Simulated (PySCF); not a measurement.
BrH3O3Ti, multiplicity 1. Atoms are numbered in the order given.

```xyz
8

Ti     0.0000     0.0000     0.7988
Br     0.0000     0.0000    -1.5997
O      1.6658     0.1924     1.3820
H      2.1448     0.9462     1.7489
O     -0.6663    -1.5388     1.3820
H     -0.2530    -2.3305     1.7489
O     -0.9995     1.3464     1.3820
H     -1.8918     1.3843     1.7489
```
Charge 0, spin multiplicity 1.

Geometry optimised at B3LYP-D3(BJ)/def2-SVP. The multiplicity is an assumed one; no other spin state was optimised. The structure was generated by enumeration; whether it is a known compound was not checked. One conformer was computed; it need not be the lowest.

Calculation: PBE/pcSseg-1 (PySCF).

GIAO shieldings, no solvent; atoms alike by connectivity are averaged. δ = σ(ref) − σ: ¹⁷O against H2O (σ = 334.3 ppm); ¹H against TMS (σ = 31.49 ppm), references at their B3LYP-D3(BJ)/def2-TZVP geometries, non-relativistic (without spin–orbit terms, shifts of atoms bonded to Cl or Br come out too high).

Computed chemical shifts:
```csv
nucleus,atoms,count,δ (ppm)
¹⁷O,"O3, O5, O7",3,378.5
¹H,"H4, H6, H8",3,8.75
```
